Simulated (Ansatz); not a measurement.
Consider the cleavage of the Si–Si bond: `O[SiH2]S[SiH2][SiH3]` + CH₃OH → `CO[SiH2]S[SiH2]O` + SiH₄.

Program: Ansatz. Geometries: PBE0-D4/def2-TZVP. ΔE: electronic, gas phase. CCSD(T)/CBS is the MP2 limit (def2-TZVPP, def2-QZVPP) plus CCSD(T) − MP2 in def2-TZVPP, frozen cores. This one scheme is used for every species. One conformer a species, not always the lowest.

```csv
level,ΔE (kJ/mol)
HF/def2-QZVPP,-122.8
CCSD/CBS(def2),-109.7
```

(1) What does CCSD(T)/CBS give? (Estimate.)

Largest T1 diagnostic among the species: 0.012.

Answers

(1) Computed: -109.5 kJ/mol. The listed levels differ from it by -13.3, -0.2 kJ/mol.

From PBE to PBE0 (25 % exact exchange), in def2-TZVPP and without D4, ΔE moves by −4.4 kJ/mol. The D4 term adds −3.9 kJ/mol with B3LYP and −2.0 kJ/mol with PBE0; it sums over pairs of atoms, weighted by their polarisabilities, and B3LYP, whose exchange is more repulsive, gets the larger term.

B3LYP here is the variant with VWN-RPA as its local correlation; programs differ in this.
